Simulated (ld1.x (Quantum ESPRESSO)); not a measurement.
## Configuration tests for vanadium (TM)

```json
{
 "Element": "vanadium",
 "Generator": "ld1.x (Quantum ESPRESSO) 7.5",
 "Type": "norm-conserving Troullier–Martins (Kleinman–Bylander form)",
 "Functional": "LDA (PZ)",
 "Relativity": "scalar-relativistic",
 "Frozen core": "[Ar]",
 "Valence charge": "5",
 "Reference configuration": "3d3 4s1 4p0 (charge +1)",
 "Partial waves": "4s (bound): rc 1.85 bohr; 4p (bound, empty): rc 2.85 bohr; 3d (bound): rc 2.30 bohr",
 "Local potential": "all-electron potential smoothed inside 2.60 bohr (lloc = -1)",
 "Core correction": "none"
}
```

Energies are relative to the spin-unpolarised reference configuration 3d3 4s1 4p0; without spin polarisation the order of configurations can differ from experiment. Spin-polarised rows fill each open shell by Hund’s rule, majority spin first.

```tsv
valence configuration	charge	ΔE all-electron (eV)	error AE − PS (meV)
3d3 4s0 4p0	+2	14.545	+46
3d2 4s0 4p0	+3	43.704	+101
3d2 4s2 4p0	+1	3.277	+274
3d3 4s0 4p2	0	-0.941	-0.9
3d3.5 4s1.5 4p0	0	-7.914	+14
3d3 4s1 4p0 (spin-polarised)	+1	-2.369	+3270
3d3 4s2 4p0 (spin-polarised)	0	-9.569	+2872
```

Question: What are ΔE and the potential's error for 3d3 4s2 4p0?

Answer: ΔE = -7.941 eV all-electron; the error (AE − PS) is +20 meV.

Question: What are ΔE and the potential's error for 3d3 4s1.5 4p0?

Answer: ΔE = -4.761 eV all-electron; the error (AE − PS) is +6.4 meV.

Levels in the configuration 3d3 4s2 4p0:

```tsv
level	all-electron (eV)	pseudo (eV)
3d	-5.380	-5.385
4s	-4.853	-4.882
```
